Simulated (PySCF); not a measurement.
SMILES CC(=O)[SiH2][SiH2]C=O at its GFN2-xTB optimised geometry (Å):

```
15

C     -0.2625    -1.0441    -0.0460
C      0.5526     0.2108     0.0000
O      1.7650     0.2108     0.0000
Si    -0.3280     1.9268     0.0000
Si     0.8867     3.0781    -1.5964
C      1.0093     1.6966    -2.9286
O      0.2849     0.7326    -2.8629
H      0.3565    -1.9268     0.1009
H     -0.7243    -1.0873    -1.0314
H     -1.0546    -1.0027     0.6978
H     -0.1882     2.4520     1.3649
H     -1.7650     1.7337    -0.2347
H      2.2520     3.5327    -1.3207
H      0.2161     4.1956    -2.2759
H      1.7364     1.7681    -3.7616
```

Method: B3LYP/def2-TZVP (PySCF 2.14.0).

Map of the deformation density (molecule minus spherical neutral atoms) (e/bohr³) on the plane z = 0.8 Å:

```
|22222222222222222222222222222|
|22222222222222222222222222222|
|22222222222222222222222222222|
|22222222222223322222222222222|
|22222222222234432222222222222|
|22222222222358742222222222222|
|22222222222369842222222222222|
|22222222222357632122222222222|
|22222222222123321122222222222|
|22222222221112222122222222222|
|22222222221112222222222222222|
|22222222222112322122222222222|
|22222222222112211122222222222|
|22222222222111100122122222222|
|22222222222111100122222222222|
|22222222222221110112222222222|
|22222222113432211112222222222|
|22222222127963111122222222222|
|22222222127963111122222222222|
|22222222213432222222222222222|
|22222222222222222222222222222|
|22222222222222222222222222222|
|22222222222222222222222222222|
|22222222222222222222222222222|
|22222222222222222222222222222|
|22222222222222222222222222222|
|22222222222222222222222222222|
|22222222222222222222222222222|
|22222222222222222222222222222|
```
Scale: ten equal steps from -0.021 (start of '0') to 0.054 (end of '9'), in the order '0123456789'; x runs from -4.00 to 4.00, y from -4.00 (bottom) to 4.00 (top).
